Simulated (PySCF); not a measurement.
## A survey of ³³S NMR shifts

Non-relativistic Hamiltonian, one conformer, in vacuum, one averaged value for each set of equivalent atoms. GFN2-xTB structure; GIAO PBE0/pcSseg-1 shieldings; PySCF.

Shieldings were converted by a linear fit to measured shifts: ³³S (scatter 33.3 ppm rms vs sulfate, solution or neat liquid). Occasional misses reach two or three times the rms, and more in compound classes unlike the fitted ones.

Question: Give the ³³S shifts of `C=CC#C[C@@H]1CS[SiH2]S1`, `COc1cpcs1`, `CCc1ccc(SC)nc1`.

Answer: 
```csv
compound,environment,δ (ppm)
[CH2:1]=[CH:2][C:3]#[C:4][C@@H:5]1[CH2:6][S:7][SiH2:8][S:9]1,"S9: sulfur bonded to C, Si, in a 5-membered ring",-380
[CH2:1]=[CH:2][C:3]#[C:4][C@@H:5]1[CH2:6][S:7][SiH2:8][S:9]1,"S7: sulfur bonded to C, Si, in a 5-membered ring",-444
COc1cpcs1,aromatic ring sulfur,-62
CCc1ccc(SC)nc1,sulfide sulfur,-275
```

Question: Order these by ³³S shift, lowest first.
A. c1cc(N2CCCC2)cs1
B. CSc1cccc(CN)c1
C. COc1pccs1

Answer: B (-300 ppm, sulfide sulfur), A (-137 ppm, aromatic ring sulfur), C (-72 ppm, aromatic ring sulfur).
